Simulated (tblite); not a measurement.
C6H11FOSi.
Cartesian coordinates in Å at the GFN2-xTB level; atoms count from 1:
```xyz
20
C6H11FOSi angstrom
C     -2.7437    0.8434   -0.0943
Si    -1.5284   -0.3696   -0.8812
C     -0.5879   -1.5793    0.2122
C      0.2672   -0.3991   -0.2801
C      1.4540   -0.6820   -1.1853
O      2.1952    0.5194   -1.1996
C      2.1609    1.0260    0.1150
C      0.8237    0.5812    0.7342
F      1.0585   -0.0185    1.9643
H     -3.7619    0.4795   -0.1897
H     -2.6973    1.8175   -0.5728
H     -2.5370    0.9768    0.9635
H     -1.7359   -0.7372   -2.2729
H     -0.2782   -2.5454   -0.1621
H     -0.7542   -1.6077    1.2807
H      1.1835   -0.9203   -2.2139
H      2.0658   -1.5029   -0.7747
H      2.9770    0.6011    0.7169
H      2.2788    2.1087    0.0619
H      0.1548    1.4189    0.9554
```

Computed values, GFN2-xTB/tblite, gas phase, harmonic and unscaled. Against measured fundamentals such values can be off by several per cent, at times by over 20. Modes of hydrogen on silicon can be 10 to 20 % off. One conformer, not necessarily the lowest.

Harmonic wavenumbers (cm⁻¹): 38.4, 91.1, 110.9, 117.0, 169.6, 222.6, 254.7, 304.1, 362.9, 446.5, 475.1, 520.2, 599.4, 641.8, 684.8, 716.7, 734.2, 815.0, 828.7, 838.5, 865.2, 918.9, 961.5, 980.4, 1025.0, 1032.2, 1052.2, 1071.7, 1096.7, 1154.0, 1186.9, 1200.7, 1223.1, 1270.7, 1283.2, 1303.4, 1317.3, 1365.0, 1429.9, 1464.2, 1469.9, 1478.3, 1479.9, 2333.8, 2825.5, 2886.1, 2931.7, 2991.6, 2993.7, 3036.2, 3041.9, 3048.0, 3057.9, 3068.2.

A = 2070, B = 1027, C = 904.8 MHz; mass 146.056 u (most abundant isotopes); point group C1, symmetry number 1.

Task: What is the zero-point energy?

Result: Half the sum of the wavenumbers: 34409 cm⁻¹ = 98.38 kcal/mol.

Task: What is S at 400 K and 1 bar for an ideal gas of classical rigid rotors and harmonic oscillators?

Result: Translation 42.33, rotation 30.38, vibration 40.64: S = 113.4 cal/(mol K).

Task: And Cp and H(400 K) − H(0)?

Result: Cp = 51.24 cal/(mol K), of which vibrations give 43.29 (their classical limit is 54 R = 107.3); H(400 K) − H(0) = 11.71 kcal/mol without the zero-point energy, 8.53 from vibrations.

Task: Blend soft modes into free rotors: weight 1/[1 + (100 cm⁻¹/ν̃)⁴] for the oscillator and the rest for a rotor with moment μB/(μ + B), μ = h/(8π²ν), B = 10⁻⁴⁴ kg m². What vibrational entropy results?

Result: 37.67 cal/(mol K) in place of 40.64, which changes −T·S at 400 K by +1.19 kcal/mol.

Task: Which modes carry the vibrational entropy at 400 K?

Result: 38.4 cm⁻¹: 5.92; 91.1 cm⁻¹: 4.21; 110.9 cm⁻¹: 3.83; 117.0 cm⁻¹: 3.72; 169.6 cm⁻¹: 3.00; 222.6 cm⁻¹: 2.48 cal/(mol K); the other 48 give 17.47 together.

Hindered rotation and anharmonicity are outside this model. Other conformers, if any are populated, would add a mixing term that is left out. The structure is chiral; the term R ln 2 for an equal mix with its mirror image is left out.

Time: 0.9 s wall. Hardware: one thread, Arm Neoverse V1 (aarch64), shared host with 32 logical CPUs at a one-minute load of 27. This covers the Hessian and the dipole derivatives.
